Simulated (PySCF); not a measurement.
# Ionisation energy along the 46-electron series

Calculated with PySCF 2.14 and a two-component X2C-1e Hamiltonian (Gaussian nucleus, no Breit or QED terms), each ion in its own even-tempered basis scaled to its charge; GMP2 freezes [Ar] 3d10 and drops the highest virtual spinors. Values in eV. NIST values: (m) measured, (s) semi-empirical, (t) theoretical.

| ion | configuration | GHF (screened spin-orbit) | GMP2 (screened spin-orbit) | NIST |
| --- | --- | --- | --- | --- |
| Ir³¹⁺ | [Kr] 4d10 | 1329.9 | 1330.2 | 1331 ± 4 (t) |
| Au³³⁺ | [Kr] 4d10 | 1473.4 | 1473.8 | 1475 ± 5 (t) |

**Question.** Fill in the row of Pt³²⁺.

**Answer.** configuration: [Kr] 4d10; GHF (screened spin-orbit): 1400.8; GMP2 (screened spin-orbit): 1401.2; NIST: 1402 ± 4 (t).
